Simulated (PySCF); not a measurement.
PySCF 2.14 output of an unrestricted MN15 calculation on a single atom or ion in def2-SVP (5s3p2d1f, 31 functions), with no relativity, point nucleus:

```
SCF conv_tol = 1e-09
number electrons alpha = 15  beta = 12
    H. S. Yu, X. He, S. L. Li, and D. G. Truhlar.,  Chem. Sci. 7, 5032-5051 (2016)
    H. S. Yu, X. He, S. L. Li, and D. G. Truhlar.,  Chem. Sci. 7, 5032-5051 (2016)
cycle= 1 E= -1382.62084788  delta_E= -0.00316  |g|= 0.084  |ddm|= 0.177
cycle= 2 E= -1382.62118624255  delta_E= -0.000338  |g|= 0.0793  |ddm|= 0.152
cycle= 3 E= -1382.62327563395  delta_E= -0.00209  |g|= 0.000833  |ddm|= 0.0553
cycle= 4 E= -1382.6232774211  delta_E= -1.79e-06  |g|= 9.82e-05  |ddm|= 0.00903
cycle= 5 E= -1382.62327744721  delta_E= -2.61e-08  |g|= 1.89e-05  |ddm|= 0.00112
cycle= 6 E= -1382.62327744807  delta_E= -8.65e-10  |g|= 1.21e-06  |ddm|= 0.000222
converged SCF energy = -1382.62327744807  <S^2> = 3.7533879  2S+1 = 4.0016936
```

The run itself started from symmetry-adapted Hartree-Fock orbitals and held the occupation by maximum overlap, on a logarithmic radial grid, so the iterations belong to that start.

**Question.** Which element, charge and spin multiplicity is this?

**Answer.** Co (cobalt, neutral), multiplicity 4; the state was [Ar] 3d7 4s2, high-spin 4F determinant.
